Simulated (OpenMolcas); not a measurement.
# Fe4+ in a point-charge field

Fe4+ among 4 point charges of -1 e arranged as a square (D4h), 1.9 Å from the ion.

| Quantity | Value |
| --- | --- |
| Program | OpenMolcas |
| Method | SS-CASPT2, IPEA 0.25 Eh, imaginary shift 0.1 Eh (closed shells correlated: 3s 3p) |
| Basis | ANO-RCC-VTZP [6s5p3d2f1g] |
| Scalar Hamiltonian | DKH2, point nucleus |
| Active space | 4 electrons in 5 orbitals (3d) |
| State averaging | 2S+1 = 5 even, 5 roots; 2S+1 = 3 even, 45 roots; 2S+1 = 1 even, 50 roots |
| Spin-orbit coupling | state interaction with AMFI integrals over the reference wave functions |

The lowest spin-free states (labels of D4, the rotations of D4h), above the lowest:

```csv
State,Degeneracy,E (cm-1),Free-ion L (%)
5B1,1,0,D (100)
5B2,1,1380,D (100)
5E,2,4750,D (100)
5A1,1,5730,D (100)
3B1,1,26300,H (89)
3E,2,26360,H (89)
3A2,1,26570,H (90)
3A1,1,27280,H (87)
3E,2,27540,H (92)
3B2,1,27610,H (93)
3A2,1,27880,H (91)
3A2,1,28020,P (93)
3E,2,28430,P (47)
3E,2,29380,F (82)
3B1,1,29550,F (92)
3E,2,29640,H (89)
3B2,1,29660,F (91)
3A2,1,30980,F (83)
3E,2,31360,F (58)
3A1,1,32640,G (90)
```

The lowest levels with spin-orbit coupling:

```
E (cm-1)  Degeneracy  Label  2S+1                g
       0           1     A1     5                 
       1           1     A2     5                 
     150           2      E     5   0.00 0.00 2.46
     200           1     B1     5                 
    1570           1     B2     5                 
    1630           2      E     5   0.00 0.00 5.54
    1790           1     A1     5                 
    1790           1     A2     5                 
    4570           2      E     5   0.00 0.00 5.37
    4590           1     A1     5                 
    4860           1     A2     5                 
    4900           2      E     5   0.00 0.00 2.73
    5010           1     B1     5                 
    5020           1     B2     5                 
    5270           2      E     5  0.00 0.00 10.00
    6070           1     B1     5                 
    6080           1     B2     5                 
    6170           2      E     5   0.00 0.00 3.89
    6200           1     A1     5                 
   26230           1     B2     3
```

Powder χT (cm3 K/mol): 0.931 at 2 K, 1.02 at 10 K, 1.37 at 50 K, 1.73 at 100 K, 2.07 at 200 K, 2.22 at 300 K. The effective moment at 300 K is 2.828 √(χT) = 4.22 μB.

The lowest level has 2S+1 = 5, for which the spin-only value is χT = S(S+1) / 2 = 3.000 cm3 K/mol (g = 2). The computed 2.222 at 300 K differs by -0.778, through orbital momentum, spin-orbit coupling and any other state in reach.

Point charges give a weaker field than real ligands, and real ions of this kind are often low spin; the high spin found here belongs to the model. Free-ion shares, where given, are those of the reference states; single-state CASPT2 does not remix them. Point charges carry no covalency, so the field is a model and not that of real ligands. No measured value stands beside these numbers.

The CASPT2 steps took 9.6 s on 1 thread of Arm Neoverse V2, with other jobs on the host; the integral step is not counted.

With an even number of electrons the g values are those of a degenerate or nearly degenerate non-Kramers pair.
